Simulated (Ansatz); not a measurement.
Molecule: butyl(trichloro)germane, C₄H₉Cl₃Ge, charge 0, multiplicity 1. 
Geometry from a B3LYP-D3(BJ)/def2-TZVP (Ansatz, a first-principles code) optimisation:
SMILES: [Cl][Ge]([Cl])([CH2]CCC)[Cl]
```xyz
17

C     -4.6212    -0.5257     0.7068
C     -3.3783    -1.2103     0.1463
C     -2.1232    -0.3468     0.2775
C     -0.8845    -1.0397    -0.2858
Ge     0.7290     0.0422    -0.1298
Cl     1.1558     0.5155     1.9322
Cl     2.4533    -0.9710    -0.9358
Cl     0.5200     1.9133    -1.1849
H     -4.4985    -0.2961     1.7677
H     -4.8212     0.4133     0.1857
H     -5.5033    -1.1593     0.6026
H     -3.5357    -1.4568    -0.9083
H     -3.2152    -2.1613     0.6628
H     -1.9615    -0.1014     1.3308
H     -2.2819     0.6031    -0.2403
H     -0.6704    -1.9757     0.2342
H     -0.9932    -1.2661    -1.3485
```
Charge 0, spin multiplicity 1.

Basis-set convergence of Hartree-Fock and CCSD correlation energies (hartree) with Ansatz. Cores are frozen in the correlated levels unless marked. No spin-orbit coupling. The frozen core is the preceding noble-gas configuration, with the filled d and f shells of earlier blocks. No relativistic terms.

| basis | functions | E(HF) | E(corr, CCSD) |
|---|---|---|---|
| def2-SVP | 187 | -3609.92631 | -1.15173 |
| def2-TZVPP | 424 | ? | ? |

Q: Complete the blanks.

A: 
- def2-TZVPP, E(HF): -3610.83691
- def2-TZVPP, E(corr, CCSD): -1.46699
